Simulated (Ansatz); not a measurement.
`CC[Si]OC` + HCl → `CCCl` + `CO[SiH]` at 600 K and 1 bar (substitution at a C–Si bond).

Gas-phase electronic energies from Ansatz, PBE0-D4/def2-TZVP geometries. CCSD(T)/CBS is the MP2 limit (def2-TZVPP, def2-QZVPP) plus CCSD(T) − MP2 in def2-TZVPP, frozen cores. This one scheme is used for every species. Each species was taken in one conformer, which may not be the lowest.

```tsv
species	CCSD(T)/CBS energy (Eh)	H − E (kJ/mol)	S (J/(mol·K))
`CC[Si]OC`	-483.21274	347.6	453.9
HCl	-460.38127	35.4	207.2
`CCCl`	-538.89655	212.5	329.5
`CO[SiH]`	-404.67988	167.6	334.2
```

H − E and S are ideal-gas, rigid-rotor, harmonic terms from PBE0-D4/def2-TZVP, for one conformer and one mirror image of each species. 1 Eh = 2625.50 kJ/mol, R = 8.31446 J/(mol·K).

Problem. By hand: ΔE, ΔH, ΔS and ΔG.

Solution. ΔE = (-538.89655) + (-404.67988) − (-483.21274) − (-460.38127) = 0.01758 Eh = 46.2 kJ/mol. Δ(H − E) = 212.5 + 167.6 − 347.6 − 35.4 = -2.9, so ΔH = 43.3 kJ/mol. ΔS = 329.5 + 334.2 − 453.9 − 207.2 = 2.6 J/(mol·K). ΔG = 43.3 − 600 × (2.6)/1000 = 41.7 kJ/mol.

Problem. By hand: the equilibrium constant, and the temperature at which ΔG would vanish if ΔH and ΔS stayed fixed.

Solution. log₁₀ K = −ΔG/(RT ln 10) = -3.6. ΔG = 0 at ΔH/ΔS = 16654 K, far beyond where these terms or the molecules hold.

The number of gas molecules stays the same, so ΔS is small and ΔH decides. A doubt of 5 kJ/mol in ΔE shifts log₁₀ K by 0.4 here. Other conformers and mirror images would add mixing entropy, several J/(mol·K) or more a flexible species. These are equilibria of isolated gas molecules and say nothing of rates. Largest T1 diagnostic: 0.015 (customary marks: 0.02 for closed shells, 0.045 for open ones).
